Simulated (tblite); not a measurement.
Compound: C₆H₁₂OSi₂.
Structure used (GFN2-xTB), in Å, numbered top down from 1:
```
atom  x, y, z in Å
C1     4.218   -0.931   -0.493
C2     2.918   -0.891   -0.246
O3     2.274    0.271    0.016
C4     0.942    0.236    0.265
C5     0.254    1.351    0.518
C6    -1.167    1.403    0.787
C7    -1.739    2.586    1.036
Si8   -2.219   -0.172    0.731
Si9   -2.334   -1.034   -1.414
H10    4.710   -1.861   -0.699
H11    4.811   -0.035   -0.492
H12    2.301   -1.787   -0.243
H13    0.478   -0.746    0.249
H14    0.794    2.289    0.525
H15   -1.175    3.506    1.051
H16   -2.793    2.675    1.238
H17   -3.541    0.193    1.260
H18   -1.663   -1.126    1.708
H19   -1.075   -0.889   -2.153
H20   -2.637   -2.469   -1.409
H21   -3.367   -0.399   -2.234
```

Computed with GFN2-xTB (tblite): harmonic, unscaled wavenumbers at the GFN2-xTB geometry, gas phase. Errors from tens to a few hundred cm⁻¹ against measured bands are possible. Modes of hydrogen on silicon can be 10 to 20 % off. One conformer, not necessarily the lowest. The optimisation stopped once no atom felt more than 0.01 eV/Å.

Lowest wavenumbers of the output (negative numbers stand for imaginary wavenumbers):
```
mode    cm-1
  1     -29.9
  2      40.8
  3      63.3
  4      76.0
  5      86.7
  6     106.4
  7     167.2
  8     201.8
  9     221.8
 10     308.2
 11     368.9
 12     393.6
 13     414.8
 14     425.4
 15     458.1
```

Task: Is this structure a minimum?

Result: Not by this Hessian. 1 mode is imaginary beyond 20i (30i cm⁻¹), so at this level the point lies at or near a first-order saddle. The curvature is small, so loose convergence or finite differences may be the whole cause.

Task: Which atoms move in the imaginary mode?

Result: 30i: H20 (Si–H hydrogen) 36 %, H21 (Si–H hydrogen) 27 %, H19 (Si–H hydrogen) 27 %. These are shares of the mass-weighted motion.

Task: What is the remedy?

Result: Step along that mode in both directions, optimise again with tighter thresholds and repeat the frequencies. The zero-point energy of this point (93.8 kcal/mol) counts the 56 real modes alone, and thermal corrections from it aren't those of a minimum.
